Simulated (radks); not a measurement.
Sc2+, configuration [Ar] 3d1. Method: scalar-relativistic Kohn-Sham, r2SCAN, spin-polarised, spherical densities, finite nucleus; open shells are filled with parallel spins first; meta-GGA in the generalised Kohn-Sham scheme; Fermi nuclear charge, rms radius 3.5459 fm; computed with a radial shooting solver on a logarithmic mesh with Libxc functionals.

Unscreened Slater integrals over Kohn-Sham orbitals (cm^-1). They are taken over the spin-up orbitals. Empty in this configuration: 4s.

integral,value
"F0(3d,3d)",130330
"F2(3d,3d)",60103
"F4(3d,3d)",37359
"F0(3d,3p)",147090
"F2(3d,3p)",68889
"G1(3d,3p)",86118
"G3(3d,3p)",51585
"F0(3d,3s)",151650
"G2(3d,3s)",64550
"F0(3d,2p)",183670
"F2(3d,2p)",28254
"G1(3d,2p)",18527
"G3(3d,2p)",10449
"F0(3d,4s)",77494
"G2(3d,4s)",13350
"F0(3p,3p)",170400
"F2(3p,3p)",85823
"F0(3p,3s)",176770
"G1(3p,3s)",117730
"F0(3p,2p)",231690
"F2(3p,2p)",43207
"G0(3p,2p)",16918
"G2(3p,2p)",17383
"F0(3p,4s)",80617
"G1(3p,4s)",6090.5
"F0(3s,3s)",183910
"F0(3s,2p)",244400
"G1(3s,2p)",19173
"F0(3s,4s)",81284
"G0(3s,4s)",4229.5
"F0(2p,2p)",653310
"F2(2p,2p)",305980
"F0(2p,4s)",87884
"G1(2p,4s)",2202.9
"F0(4s,4s)",63550

Derived for the open shells (J is the average intra-shell exchange parameter used in DFT+U). 3d: Racah B = F2/49 - 5 F4/441 = 803.0 cm^-1, C = 35 F4/441 = 2965 cm^-1, C/B = 3.69, F4/F2 = 0.622, J = (F2 + F4)/14 = 6962 cm^-1.
